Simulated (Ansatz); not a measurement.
Compare A (`CCSC(C)(C)C`) with its isomer B (`CCCCCSC`).

Isolated molecules relaxed with PBE0-D4/def2-TZVP in Ansatz; ΔE leaves out vibrations. CCSD(T)/CBS adds triple-zeta CCSD(T) − MP2 to the extrapolated MP2 energy (def2 sets, frozen cores). Functionals use def2-TZVPP. Each species was taken in one conformer, which may not be the lowest.

Question: Which is lower in electronic energy at CCSD(T)/CBS, and by how much? (Estimate.)

Answer: Ansatz gave: A, by 18.9 kJ/mol.

Question: Give E(B) − E(A) in kJ/mol with ωB97M-V, B2PLYP, CCSD(T)/def2-TZVPP, r2SCAN-D4, CCSD/def2-TZVPP, MP2/def2-TZVPP, CCSD(T)/def2-SVP. (Best estimate.)

Answer: Ansatz gave: ωB97M-V 15.2, B2PLYP 13.0, CCSD(T)/def2-TZVPP 18.6, r2SCAN-D4 16.3, CCSD/def2-TZVPP 15.1, MP2/def2-TZVPP 24.8, CCSD(T)/def2-SVP 19.6. None reverses the order clearly.

Largest T1 diagnostic: 0.009.

In def2-TZVPP, CCSD(T) changes the Hartree–Fock value by +15.9 kJ/mol (the triples alone add +3.6 kJ/mol) and MP2 by +22.1 kJ/mol. The D4 term adds +7.5 kJ/mol with B3LYP and +3.6 kJ/mol with PBE0; it sums over pairs of atoms, weighted by their polarisabilities, and B3LYP, whose exchange is more repulsive, gets the larger term.

B3LYP here is the variant with VWN-RPA as its local correlation; programs differ in this.
